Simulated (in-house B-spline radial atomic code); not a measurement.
What moves the levels of K⁺ ([Ne] 3s2 3p6)? Method: Dirac-Hartree-Fock, average of configuration, Fermi nucleus of rms radius 3.4349 fm. Calculated with a B-spline radial code for spherical atoms.

Baseline run (computed): total energy -601.3782 hartree, 1s1/2 at -134.3995 hartree, 3p3/2 at -31.741 eV with <r> = 1.433 bohr.

Scaling the speed of light c (a factor of 100 is close to the non-relativistic limit):

```
c/c0  ΔE (hartree)  3p3/2 level (eV)  3p3/2 <r> (bohr)
0.95      -0.25776          -31.7283             1.433
0.98     -0.098317          -31.7359             1.433
1.02      0.092521          -31.7449             1.433
 1.2       0.72621          -31.7748             1.432
 100        2.3611          -31.8522             1.431
```

Changing the nucleus:

```csv
nucleus,ΔE (eV)
Gaussian nucleus of rms radius 0.01 fm,-0.0238
Fermi nucleus of rms radius 3.3662 fm,-0.000931
Fermi nucleus of rms radius 3.5036 fm,0.00095
```

A larger nucleus binds the electrons less, roughly as the density at the nucleus times the change of the nuclear <r²>. A radius of 0.01 fm is nearly a point.

(1) The nuclear charge is raised by 0.1. What does the Hellmann-Feynman theorem predict for the energy, and what is found?

Results:

(1) dE/dZ ≈ -Σ<1/r>, which is -75.211 at the start and -75.714 at the end; their mean times 0.1 is -7.5462 hartree, and the two runs differ by -7.5462 hartree.
